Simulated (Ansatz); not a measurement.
Consider the ligand exchange at the Al–C bond: `F/C=[CH]/[AlH2]` + HBr → `[AlH2][Br]` + `C=CF`.

Isolated molecules relaxed with PBE0-D4/def2-TZVP in Ansatz; ΔE leaves out vibrations. CCSD(T)/CBS is the MP2 limit (def2-TZVPP, def2-QZVPP) plus CCSD(T) − MP2 in def2-TZVPP, frozen cores. Functionals use def2-TZVPP. For Br outer-core shells are correlated without core-valence functions, which leaves a few kJ/mol of doubt a bond. Scalar relativity is left out up to krypton.

CCSD(T)/CBS gives -145.0 kJ/mol.

(1) Another level gave -148.4 kJ/mol. Which?
A. revPBE/def2-TZVPP
B. BHLYP-D4/def2-TZVPP
C. RPA@PBE/def2-TZVPP
D. r2SCANh-D4/def2-TZVPP

Largest T1 diagnostic among the species: 0.012.

Results:

(1) B. BHLYP-D4 -148.4, revPBE -138.0, RPA@PBE/def2-TZVPP -134.0, r2SCANh-D4 -143.5 kJ/mol.

From BLYP to BHLYP (50 % exact exchange), in def2-TZVPP and without D4, ΔE moves by −11.6 kJ/mol. Leaving LDA and LC-ωPBE aside and taking each functional with its dispersion term where it has one, the values, not all of them listed here, spread over 15.5 kJ/mol, from BHLYP-D4 to revPBE-D4. LDA lies +4.9 kJ/mol from PBE without D4. At CCSD(T), def2-SVP lies +3.3 kJ/mol from the extrapolated value and def2-TZVPP +4.4 kJ/mol.
